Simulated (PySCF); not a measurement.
GaF₃.
SMILES: `[F][Ga]([F])[F]`

The closed-shell ground state was solved at several levels (PySCF, density fitting, gas phase). Geometry: GFN2-xTB; no solvent, vibrations or thermal averaging. Relativistic effects, spin–orbit coupling among them, are left out although an element past zinc is present. The dipole stays under 0.02 D at every level.

| level | basis functions | HOMO (eV) | LUMO (eV) | gap (eV) |
| --- | --- | --- | --- | --- |
| B3LYP/pcJ-1 (pcSseg-1 on Ga) | 122 | -11.42 | -2.87 | 8.55 |
| wB97X-D/def2-SVPD | 107 | -13.97 | -0.92 | 13.05 |

Problem. Estimate the row for PBE0/pcSseg-1, a basis of 92 functions; the other rows only guide the guess.

Solution. HOMO -11.76 eV, LUMO -2.48 eV, gap 9.28 eV.

Problem. Over all these levels, which gives the widest orbital gap and which the narrowest?

Solution. wB97X-D/def2-SVPD (range-separated hybrid) has the widest, 13.05 eV, and B3LYP/pcJ-1 (pcSseg-1 on Ga) (global hybrid, 20 % exact exchange) the narrowest, 8.55 eV. Functional and basis both differ between the two, so the spread mixes both effects.
